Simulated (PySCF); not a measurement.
Atom-mapped SMILES (the numbers label the heavy atoms): `[CH3:1][C:2](=[O:3])[c:4]1[cH:5][cH:6][s:7][cH:8]1` (H(Xn): hydrogen on atom n).

Geometry: PBE0-D3(BJ)/def2-SVP; GIAO shifts from PySCF 2.14.0 with density-fitted response routines, gas phase, non-relativistic, averaged over equivalent atoms.

At PBE0/pcSseg-0 (88 basis functions, 8 s wall time on 1 thread of an Arm Neoverse V1, shared host):
```json
{"atoms": "C2", "δ (ppm)": "206.0"}
{"atoms": "C8", "δ (ppm)": "152.4"}
{"atoms": "C4", "δ (ppm)": "148.4"}
{"atoms": "C6", "δ (ppm)": "144.1"}
{"atoms": "C5", "δ (ppm)": "135.4"}
{"atoms": "C1", "δ (ppm)": "33.7"}
{"atoms": "O3", "δ (ppm)": "730.6"}
{"atoms": "S7", "δ (ppm)": "209.7"}
{"atoms": "H(C8)", "δ (ppm)": "8.16"}
{"atoms": "H(C5)", "δ (ppm)": "7.28"}
{"atoms": "H(C6)", "δ (ppm)": "6.94"}
{"atoms": "H(C1)", "δ (ppm)": "2.85"}
```

Referencing at the same level of theory: ¹³C (σ = 193.52 ppm), ¹H (σ = 32.83 ppm) against TMS; ¹⁷O (σ = 337.86 ppm) against H2O; ³³S (σ = 515.45 ppm) vs CS2.

Predict the values at LC-wPBE/pcSseg-1 on the same geometry.

Results:


```json
{"atoms": "C2", "δ at LC-wPBE/pcSseg-1": "199.2", "change": "-6.8"}
{"atoms": "C8", "δ at LC-wPBE/pcSseg-1": "149.4", "change": "-3.0"}
{"atoms": "C4", "δ at LC-wPBE/pcSseg-1": "148.4", "change": "+0.0"}
{"atoms": "C6", "δ at LC-wPBE/pcSseg-1": "140.1", "change": "-4.0"}
{"atoms": "C5", "δ at LC-wPBE/pcSseg-1": "136.3", "change": "+0.9"}
{"atoms": "C1", "δ at LC-wPBE/pcSseg-1": "30.6", "change": "-3.1"}
{"atoms": "O3", "δ at LC-wPBE/pcSseg-1": "644.7", "change": "-85.9"}
{"atoms": "S7", "δ at LC-wPBE/pcSseg-1": "224.5", "change": "+14.8"}
{"atoms": "H(C8)", "δ at LC-wPBE/pcSseg-1": "8.40", "change": "+0.24"}
{"atoms": "H(C5)", "δ at LC-wPBE/pcSseg-1": "7.41", "change": "+0.13"}
{"atoms": "H(C6)", "δ at LC-wPBE/pcSseg-1": "7.26", "change": "+0.32"}
{"atoms": "H(C1)", "δ at LC-wPBE/pcSseg-1": "2.48", "change": "-0.37"}
```

References, each an isolated molecule treated in the same way: ¹³C (188.56 ppm), ¹H (31.33 ppm) vs TMS; H2O for ¹⁷O (338.72 ppm); CS2 for ³³S (493.10 ppm).

The largest change is at O3 (ketone oxygen). Cost: 173 basis functions, 34 s wall time on 1 thread of an Arm Neoverse V2, shared host. The order of the carbon signals is the same at both levels.

Unscaled 17O shifts of doubly bonded oxygen tend to come out too high, by tens of ppm or more. Experimental scales use liquid or dissolved standards, which lie at an offset from isolated H2O (liquid H2O: subtract about 36 ppm).
